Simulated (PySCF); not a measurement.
## Structure from NMR data

The spectra below were simulated for a compound C₄H₆FNSi.

1H NMR (300 MHz, computed): δ 4.33 (s, 3H), 2.17 (s, 3H).

13C{1H} NMR (computed): δ 145.0 (C), 137.0 (C), 117.9 (C), 18.0 (CH3).

- σ from GIAO-PBE0/pcSseg-1
- GFN2-xTB geometry
- program: PySCF 2.14.0 with density-fitted response routines
- non-relativistic, one conformer, no solvent model, equivalent nuclei averaged

Scale: 1H (σref 31.72), 13C (σref 186.93) vs TMS (reference shieldings calculated alike).

Q: Which candidate is it?
A. N#C/C=C\[C@H](F)[SiH3]
B. C=C(C#N)C[SiH2]F
C. N#C[SiH2]/C=C\CF
D. C/C([SiH3])=C(\F)C#N

A: D. 

The formula gives 3 degrees of unsaturation (no ring in the answer). 4 carbon signals for 4 carbons: no two carbons are equivalent. Carbon types of the structure: 3 × C, 1 × CH3, leaving 3 H on heteroatoms. δC 145.0, 137.0: fully substituted alkene carbon; the olefinic region. δC 117.9: nitrile carbon; typical of a nitrile. δC 18.0: allylic methyl carbon; aliphatic region, no heteroatom directly attached. δH 4.33: hydrogen on a silicon bonded to C. δH 2.17: hydrogen on an allylic methyl carbon; allylic position.

The others: C=C(C#N)C[SiH2]F would give 4 signals for carbon-bound and other non-exchanging H, not 2; N#C[SiH2]/C=C\CF would give 4 signals for carbon-bound and other non-exchanging H, not 2; N#C/C=C\[C@H](F)[SiH3] would give 4 signals for carbon-bound and other non-exchanging H, not 2.

Splittings by 19F in the carbon and heteronuclear signals aren't shown, as no couplings were computed. Shifts are as computed. Against solution values, carbons near 30 ppm lie about +3 ppm off and those near 130 ppm about +5 ppm. Of 1309 compounds with measured shifts, 239 miss one by over three times the rms of a fit or turn the order of signals round; such compounds aren't used in these exercises. Multiplicities follow the n + 1 count of equivalent neighbours, as no J values were calculated; m marks all less simple cases, F and P coupling included.
